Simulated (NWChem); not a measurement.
System: C3H6OSi; SMILES [SiH3][C@@H]1C=CO1

NWChem input:

```
start job
memory heap 200 mb stack 900 mb global 1100 mb
geometry units angstroms noautosym nocenter noautoz
  Si    -0.008272    -1.607181     0.150879
  C      0.071166     0.116408    -0.644424
  C      1.038607     1.100485    -0.044879
  C     -0.044553     1.748433     0.416696
  O     -1.016223     0.935594    -0.103606
  H      1.201558    -2.387634    -0.253016
  H     -0.036348    -1.442989     1.632100
  H     -1.227188    -2.334542    -0.313114
  H      0.012651     0.090928    -1.746171
  H      2.118398     1.205850     0.003761
  H     -0.304245     2.617492     1.025466
end
basis spherical
  Si library 6-31g*
  C library 6-31g*
  O library 6-31g*
  H library 6-31g*
end
dft
  xc m06-2x
  iterations 150
end
cosmo
  do_cosmo_smd true
  solvent dmf
end
task dft energy
```

Structure relaxed at the PBE0/def2-SVP level. Solvent: N,N-dimethylformamide.

Level: M06-2X/6-31G* with SMD (1 M gas to 1 M solution), gas-phase geometry. Reactions with the solvent are ignored.

What results follow from this input? (M06-2X/6-31G* (spherical d), SMD on the gas-phase geometry.) Quantities: solvation free energy (kcal/mol); cavity-dispersion-structure term (kcal/mol); dipole in solution (D).


```json
{
  "solvation free energy (kcal/mol)": "-3.3",
  "cavity-dispersion-structure term (kcal/mol)": "-0.1",
  "dipole in solution (D)": "1.58"
}
```
